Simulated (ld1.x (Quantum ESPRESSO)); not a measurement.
# Reading a pseudo-wave (nitrogen)

Columns: radius, all-electron u(r) and pseudo u(r) of the 2p shell (level -7.20 eV) of nitrogen in the configuration [He] 2s1.75 2p3.25; PBE, scalar-relativistic, TM scheme, ld1.x (Quantum ESPRESSO) 7.5.

```tsv
r (bohr)	all-electron	pseudo
0.115	0.0918	0.0288
0.230	0.2589	0.1109
0.345	0.4220	0.2346
0.460	0.5554	0.3818
0.575	0.6548	0.5318
0.690	0.7228	0.6648
0.805	0.7628	0.7660
0.920	0.7800	0.8280
1.035	0.7797	0.8509
1.150	0.7664	0.8415
1.265	0.7439	0.8092
1.380	0.7151	0.7641
1.495	0.6824	0.7142
1.610	0.6473	0.6650
1.725	0.6112	0.6193
1.840	0.5750	0.5778
1.955	0.5393	0.5399
2.070	0.5045	0.5046
2.185	0.4710	0.4710
2.300	0.4391	0.4391
2.415	0.4087	0.4087
2.530	0.3800	0.3800
2.645	0.3530	0.3530
2.760	0.3276	0.3276
2.875	0.3039	0.3039
2.990	0.2817	0.2817
```

Task: How many radial nodes do the two functions have?

Result: The all-electron 2p function has n − l − 1 = 0; the pseudo-wave has 0.

Task: At about which radius was the pseudo-wave matched?

Result: 2.25 bohr. The columns agree to 0.0005 from 2.07 bohr on; several derivatives are matched, so the curves merge somewhat inside the radius.

Task: Is the pseudo-wave norm-conserving?

Result: Yes: the TM scheme keeps the norm inside the radius equal to the all-electron one, which fixes the energy derivative of the logarithmic derivative at the level.
